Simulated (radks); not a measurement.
The numbers below are computed, except where a source is named.
Initial-state core-level shifts of the cerium ion Ce+ when its valence configuration changes from [Xe] 4f1 5d2. Code: a radial shooting solver on a logarithmic mesh with Libxc functionals. Model: scalar-relativistic Kohn-Sham, PBEsol, spin-polarised, spherical densities, point nucleus; open shells are filled with parallel spins first (spin-orbit coupling, left out, can overturn this in heavy ions). Shifts are changes of the shell-averaged eigenvalues in eV (positive: less bound).

valence,2s,2p,4s,4p
4f2 5d1,+6.358,+6.262,+6.820,+6.639
5d2 6p1,-11.406,-11.271,-11.725,-11.467
5d2 6s1,-10.349,-10.215,-10.660,-10.403
4f0.5 5d2.5,-3.782,-3.722,-3.990,-3.871
4f0.5 5d2 6p0.5,-5.484,-5.421,-5.668,-5.549
4f1.5 5d1.5,+3.422,+3.369,+3.651,+3.550
4f0.5 5d1.5 6p1,-7.217,-7.150,-7.369,-7.250
4f0.5 5d0.5 6p2,-10.760,-10.685,-10.821,-10.699
4f3,+9.917,+9.765,+10.774,+10.494
